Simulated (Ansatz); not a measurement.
Consider the formal exchange of groups at a B–C bond: `CBCSC` + `N[Si]1(F)C=N1` → `CB[Si]1(N)C=N1` + `CSCF`.

Isolated molecules relaxed with PBE0-D4/def2-TZVP in Ansatz; ΔE leaves out vibrations. CBS: MP2 limit from def2 TZ/QZ plus the TZ coupled-cluster correction, frozen cores. DFT in def2-TZVPP. B3LYP here is the variant with VWN-RPA as its local correlation; programs differ in this. One conformer a species, not always the lowest.

`CBCSC`:

```xyz
14

C     0.707    2.215   -0.625
B     0.887    1.228    0.558
C     0.242   -0.195    0.635
S    -0.727   -0.689   -0.794
C    -1.281   -2.311   -0.257
H     0.874    3.262   -0.369
H    -0.235    2.103   -1.168
H     1.499    1.944   -1.344
H     1.596    1.521    1.485
H     1.037   -0.927    0.831
H    -0.384   -0.204    1.541
H    -1.892   -2.727   -1.059
H    -1.889   -2.241    0.647
H    -0.435   -2.978   -0.079
```

`N[Si]1(F)C=N1`:

Cartesian coordinates in Å:
```
N -1.099 -0.690 0.721
Si 0.362 -0.008 0.257
F 1.276 -0.031 1.551
C 0.703 1.007 -1.121
N 1.087 -0.228 -1.304
H -1.864 -0.839 0.089
H -1.263 -1.033 1.651
H 0.797 1.822 -1.844
```

`CB[Si]1(N)C=N1`:

```xyz
13

C    -0.606    2.017   -0.731
B    -0.183    1.130    0.473
Si    0.219   -0.802    0.373
N    -0.053   -1.579   -1.124
C     1.317   -1.575    1.563
N     0.109   -1.797    1.886
H    -0.210    3.035   -0.676
H    -0.419    1.602   -1.722
H    -1.699    2.132   -0.630
H    -0.108    1.615    1.567
H    -0.811   -1.292   -1.721
H     0.209   -2.537   -1.284
H     2.236   -1.949    2.025
```

`CSCF`:

Cartesian coordinates in Å:
```
C 1.058 0.864 -0.156
S -0.387 0.318 -1.078
C -1.100 -0.799 0.106
F -0.382 -1.970 0.250
H 0.767 1.373 0.765
H 1.713 0.023 0.069
H 1.594 1.567 -0.793
H -2.101 -1.047 -0.255
H -1.161 -0.329 1.092
```

Is it downhill or uphill in electronic energy at CCSD(T)/CBS, and by how much? (An estimate is asked.)

The calculation gave: Uphill: ΔE = +236.7 kJ/mol.

What do these levels give: r2SCAN-D4, PBE0-D4, B3LYP-D4, ωB97M-V, B3LYP, SCS-MP2/def2-TZVPP? (An estimate is asked.)

Ansatz gave: r2SCAN-D4 217.3, PBE0-D4 215.2, B3LYP-D4 218.5, ωB97M-V 234.7, B3LYP 216.7, SCS-MP2/def2-TZVPP 242.8 kJ/mol.

Largest T1 diagnostic among the species: 0.018.

From PBE to PBE0 (25 % exact exchange), in def2-TZVPP and without D4, ΔE moves by +23.4 kJ/mol. In def2-TZVPP, CCSD(T) changes the Hartree–Fock value by −24.7 kJ/mol (the triples alone add −7.3 kJ/mol) and MP2 by −9.2 kJ/mol.
